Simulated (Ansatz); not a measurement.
Relaxation of CH7BN2 (11 atoms, charge 0, multiplicity 1), to a largest force component of 0.02 eV/Å in at most 40 steps.

Theory: RKS PBE/6-31G* (Ansatz).

```xyz
11
Properties=species:S:1:pos:R:3
B 0.000 0.000 0.000
C 0.000 0.000 1.600
H -1.000 -0.309 1.970
H 0.768 -0.711 1.970
H 0.232 1.020 1.970
N 1.342 0.000 -0.775
H 1.809 -0.918 -1.027
H 1.794 0.918 -1.053
N -1.342 0.000 -0.775
H -2.011 -0.816 -0.676
H -1.591 0.816 -1.404
```

Question: Where does it end, and by what steps?

Answer: The run converged. After 11 steps the energy has fallen by 2.325 eV; H7 moved furthest, 1.42 Å.

```
step  energy less start (eV)  largest force component (eV/Å)  accepted
   0                  0.0000                           1.890       yes
   1                 -0.6915                           1.449       yes
   2                 -1.1554                           0.932       yes
   3                 -1.4404                           0.707       yes
   4                 -1.6597                           1.454       yes
   5                 -1.8737                           1.064       yes
   6                 -2.0774                           0.833       yes
   7                 -2.2245                           0.449       yes
   8                 -2.3024                           0.235       yes
   9                 -2.3222                           0.081       yes
  10                 -2.3245                           0.058       yes
  11                 -2.3250                           0.007       yes
```

```xyz
11
Properties=species:S:1:pos:R:3
B -0.004 0.001 -0.046
C -0.009 0.037 1.550
H -1.026 0.081 1.976
H 0.479 -0.862 1.971
H 0.547 0.908 1.943
N 1.219 0.213 -0.754
H 1.311 0.186 -1.766
H 2.095 0.395 -0.276
N -1.216 -0.256 -0.755
H -2.099 -0.402 -0.276
H -1.295 -0.302 -1.768
```

Whether the end is a true minimum wasn't checked by a vibrational analysis.

Run time: 27 s on 1 thread of Arm Neoverse V2, on a shared host, peak memory 0.12 GiB.
